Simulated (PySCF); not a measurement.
Coordinates in bohr (charge 0 multiplicity 5):
```
Co   -0.0089    0.0000    0.0981
O    -0.0315    0.0000    3.1627
O    -0.0215    0.0000   -3.2477
H     1.3714    0.0000   -4.3975
```

All numbers come from UPBE0/[Co def2-TZVP, O def2-TZVP, H def2-TZVP], no relativity, density fitting, PySCF.

This geometry of CoO(OH) is a stationary point at this level.

**Question.** What is the point group?

**Answer.** Cs.

**Question.** Is it a minimum?

**Answer.** Yes: all harmonic wavenumbers are real.

**Question.** Which band is strongest in the infrared?

**Answer.** 499 cm⁻¹ (a'), 209 km/mol.

**Question.** Give the ideal-gas entropy at 298.15 K and 1 bar by parts.

**Answer.** translation 165.2, rotation 83.8, vibration 31.3, spin 13.4; total 293.7 J/(mol K).

**Question.** What is the atomisation energy, with and without zero-point energy?

**Answer.** 1177 kJ/mol without, 1140 kJ/mol with.

Only a few start shapes were tried, so a lower isomer may exist. Open d and f shells are described by one determinant, and the ground state may have another occupation or spin.
